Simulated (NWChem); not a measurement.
System: Si$_{2}$H$_{5}$Cl; SMILES [SiH3][SiH2]Cl

The following NWChem deck was run.

```
start job
memory heap 200 mb stack 900 mb global 1100 mb
geometry units angstroms noautoz
  Si     0.368011    -1.843559     0.001694
  Si    -0.831481     0.169716     0.002645
  Cl     0.545463     1.729074    -0.003552
  H     -0.578184    -3.002152     0.006008
  H      1.224549    -1.910718    -1.220046
  H      1.231804    -1.907568     1.218483
  H     -1.686627     0.303445     1.218344
  H     -1.693913     0.300228    -1.208256
end
basis spherical
  Si library 3-21g
  Cl library 3-21g
  H library 3-21g
end
dft
  xc pbe0
  iterations 150
  mulliken
end
task dft energy
```

Coordinates come from a PBE0/def2-SVP optimisation.

Task: Give the results of this calculation. (PBE0/3-21G.) Quantities: basis functions; energy (Ha); highest occupied level (eV); orbital gap (eV); dipole (D).

Result: 
* **number of basis functions**: 49
* **energy (Ha)**: -1036.50
* **highest occupied level (eV)**: -8.38
* **orbital gap (eV)**: 7.78
* **dipole (D)**: 2.51
